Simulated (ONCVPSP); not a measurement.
# Before and after: ONCV potential for manganese (Mn)

| Item | Value |
| --- | --- |
| Element | manganese (Mn) |
| Generator | ONCVPSP 4.0.1 |
| Type | optimised norm-conserving Vanderbilt (ONCV) |
| Functional | PBE |
| Relativity | fully relativistic |
| Frozen core | [Ne] |
| Valence charge | 15 |
| Reference configuration | 3s2 3p6 3d5 4s1 4p1 |
| Partial waves | 3s+4s: rc 1.40 bohr, ncon 4, nbas 9, qcut 8 1/bohr, 3 projectors, debl 3 Ha; 3p+4p: rc 1.80 bohr, ncon 5, nbas 9, qcut 6.2 1/bohr, 2 projectors; 3d: rc 1.60 bohr, ncon 4, nbas 8, qcut 8 1/bohr, 3 projectors, debl 2.9 Ha |
| Local potential | polynomial inside 0.95 bohr (lpopt 5, dvloc0 0 Ha) |
| Core correction | Teter function, fcfact 6, rcfact 1.1 |

Open shells are filled in proportion to 2j + 1.

All-electron outer shells of the reference configuration (PBE, scalar-relativistic, ld1.x):

```tsv
shell	level (eV)	outermost node (bohr)	outermost maximum (bohr)
2s	-745.50	0.08	0.23
2p	-631.74	–	0.19
3s	-87.51	0.34	0.74
3p	-56.22	0.31	0.75
3d	-8.33	–	0.76
4s	-6.09	1.05	2.47
4p	-2.12	1.16	3.30
```

Change: all radii but the core radius scaled by about 1.15 (s 1.60, p 2.06, d 1.84 bohr); local potential polynomial inside 1.10 bohr (lpopt 5, dvloc0 0 Ha).

Cutoffs: the cutoffs (Ha) at which the residual kinetic energy of the hardest occupied pseudo-wave falls to 1 and 0.1 mHa per electron; they do not see the model core or the augmentation charge, which bear on the density cutoff. Errors are all-electron minus pseudo energies relative to the spin-unpolarised reference configuration.

**Question.** What does the change do?

**Answer.** The potential gets softer (31 Ha and 80 Ha → 27 Ha and 30 Ha); a bound ghost appears in p, which as a rule spoils a file; of the 3 tests that both files solve, the error grows in 1 and shrinks in 1 by more than 15 % and 0.3 meV (median size 0.3 → 0.4 meV). A larger radius leaves more room for a smooth pseudo-wave, so fewer plane waves are needed.

```csv
quantity,base,changed
"cutoff, loose",31 Ha,27 Ha
"cutoff, tight",80 Ha,30 Ha
loose cutoff by channel,"s 22 Ha, p 24 Ha, d 31 Ha","s 12 Ha, p 17 Ha, d 27 Ha"
bound ghosts,none,"p3/2, p1/2"
GHOST(+) flags under 300 eV,none,none
tests with a reliable result,3 of 4,3 of 4
"error for 3s2 3p6 3d5 4s2 4p0, meV [ΔE -3.86 eV]",0.0,-0.5
"error for 3s2 3p6 3d5 4s1 4p0, meV [ΔE 4.56 eV]",+0.3,+0.4
"error for 3s2 3p6 3d5 4s0 4p0, meV [ΔE 20.16 eV]",+2.7,+0.1
"rms error of d²Exc/dni dnj with the model core, mHa",5.51,5.42
```

 A true bound ghost makes a file unfit for plane-wave use even where its test errors are small: the radial tests pick states by their node count and pass the ghost by.
